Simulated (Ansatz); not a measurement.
Consider the redistribution: `O=C=NBF` + `CO[Si](C)(O)F` → `O=C=NB(F)F` + `CO[SiH](C)O`.

Calculated with Ansatz (gas phase, PBE0-D4/def2-TZVP geometries, no zero-point term in ΔE). CCSD(T)/CBS is the MP2 limit (def2-TZVPP, def2-QZVPP) plus CCSD(T) − MP2 in def2-TZVPP, frozen cores. This one scheme is used for every species. Functionals use def2-TZVPP. One conformer a species, not always the lowest.

`O=C=NBF`:

Cartesian coordinates in Å:
```
O -0.240 1.811 1.843
C -0.280 1.069 0.955
N -0.400 0.340 0.006
B 0.175 -0.751 -0.692
F -0.436 -1.186 -1.775
H 1.182 -1.283 -0.337
```

`CO[Si](C)(O)F`:

```xyz
13

C     1.750    1.012    0.220
O     0.775    0.231    0.874
Si   -0.308   -0.736    0.136
C    -1.632    0.148   -0.786
O    -0.991   -1.674    1.274
F     0.510   -1.633   -0.909
H     1.292    1.832   -0.342
H     2.408    1.441    0.977
H     2.352    0.408   -0.466
H    -2.320   -0.564   -1.246
H    -2.204    0.792   -0.115
H    -1.208    0.767   -1.580
H    -0.425   -2.025    1.963
```

`O=C=NB(F)F`:

Cartesian coordinates in Å:
```
O 2.437 -0.687 -0.568
C 1.396 -0.216 -0.390
N 0.347 0.357 -0.245
B -0.972 0.219 0.246
F -1.810 1.228 0.162
F -1.398 -0.902 0.794
```

`CO[SiH](C)O`:

Z-matrix (Å, degrees):
```
C
O 1 1.406
H 1 1.098 2 111.7
H 1 1.092 2 108.6 3 119.3
H 1 1.096 2 111.3 3 -121.6
Si 2 1.640 1 123.5 3 48.9
O 6 1.648 2 112.4 1 63.2
C 6 1.845 2 106.7 1 -178.4
H 6 1.494 2 108.0 1 -55.4
H 7 0.957 6 117.8 2 -90.8
H 8 1.093 6 110.1 2 -63.8
H 8 1.092 6 110.8 2 176.6
H 8 1.092 6 110.8 2 55.9
```

```
         level  ΔE (kJ/mol)
          PBE0         23.8
MP2/def2-TZVPP         29.9
MP2/def2-QZVPP         32.9
 MP2/CBS(def2)         34.1
```

Q: What does CCSD(T)/CBS give? (Estimate.)

A: Computed: +32.2 kJ/mol. The listed levels differ from it by -8.4, -2.3, 0.7, 1.9 kJ/mol.

Largest T1 diagnostic among the species: 0.016.
